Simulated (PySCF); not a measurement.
MS for M along group 13

PBE0 with triple-zeta basis sets in PySCF, for the lowest determinant that a PBE0 search found; no spin–orbit coupling. De refers to high-spin ground-configuration atoms. A positive dipole means M(−)S(+).

| M | basis | state (unpaired electrons) | Re (Å) | ωe (cm⁻¹) | De (eV) | μ (D) |
| --- | --- | --- | --- | --- | --- | --- |
| B | x2c-TZVPPall | doublet (σ ↑) | 1.607 | 1205 | 5.98 | -0.83 |
| Al | x2c-TZVPPall | doublet (σ ↑) | 2.031 | 619 | 4.21 | -3.78 |
| Ga | def2-TZVPP | doublet (σ ↑) | 2.070 | 469 | 3.74 | -3.39 |
| Tl | x2c-TZVPPall | doublet (π ↑) | 2.579 | 269 | 3.06 | -3.57 |

The shortest bond is that of BS (1.607 Å), the longest that of TlS (2.579 Å). BS is bound most strongly (5.98 eV) and TlS least (3.06 eV).

The rows differ in basis set, which adds steps of its own.

The state changes along the series, so neighbouring rows are not always alike in their bonding.

Spin–orbit coupling is left out, which matters for elements this heavy, above all for dissociation energies. States were picked by a PBE0 search and need not be the measured ground states.
